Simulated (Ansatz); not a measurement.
Job for Ansatz (a first-principles code): R-PBE/def2-TZVPPD on C4H6O (a complex), monomers drawn apart or pushed together. Files ending in .json are basis or fitting sets from the Basis Set Exchange.

Ansatz 0.2 input:
```yaml
crystal:
  periodic: [false, false, false]
  atoms:
    - {symbol: C, position_ang: [-0.01675239, -0.47216050, 0.69100058]}
    - {symbol: O, position_ang: [-1.11399948, -0.44151384, 0.94078857]}
    - {symbol: C, position_ang: [2.08414338, 0.41591175, 6.42092722]}
    - {symbol: C, position_ang: [0.93356089, 0.98849835, 6.75137154]}
    - {symbol: C, position_ang: [-0.34535422, 0.26131359, 7.01528149]}
    - {symbol: H, position_ang: [2.17422095, -0.66046132, 6.32455638]}
    - {symbol: H, position_ang: [2.97663417, 0.99870582, 6.23371210]}
    - {symbol: H, position_ang: [0.89265763, 2.07161752, 6.83425815]}
    - {symbol: H, position_ang: [-1.12301385, 0.57152129, 6.31114398]}
    - {symbol: H, position_ang: [-0.21693168, -0.81824281, 6.92615946]}
    - {symbol: H, position_ang: [-0.72263005, 0.48145390, 8.01789608]}
basis:
  gaussian:
    orbitals: def2-TZVPPD.json
hamiltonian:
  xc: {name: PBE}
scf: {lower_state_search: off}
```

The log:

```
WARN ansatz: RAYON_NUM_THREADS=1 ignored (pool sized by the plan → 1); use --threads N
Functional definition: PBE
these checks for a lower state are left out or cut short: stability, starts, cluster_reference, orbital_swaps, neighbouring_geometries, increment
integrals: 0.17 GiB planned
1234 factors; their error is unknown
mean field: 1.40 GiB planned
mean field evaluation 1: about -6272.0501 eV, gradient 7.9e1 eV
mean field evaluation 2: about -6244.3902 eV, gradient 1.3e2 eV
mean field evaluation 4: about -6285.7672 eV, gradient 1.6e1 eV
mean field evaluation 8: about -6286.2325 eV, gradient 2.7e-1 eV
mean field evaluation 16: about -6286.1962 eV, gradient 9.3e-4 eV
mean field -6286.19619928 eV, -231.0134493868 hartree, gradient 8.3e-6 eV, S^2 0.000000; 0 other end points of the search recorded, 0 dependent functions left out
reference -6286.19626661 eV, -231.0134518612 hartree; 19, 19 occupied and 271, 271 virtual orbitals, 1234 factors
Total energy: -6286.19626661 eV, -231.0134518612 hartree
Checks for a lower state left out: stability, starts, cluster_reference, orbital_swaps, neighbouring_geometries, increment
```

The run converged.

Cost: around 2.0 core-seconds (rough).
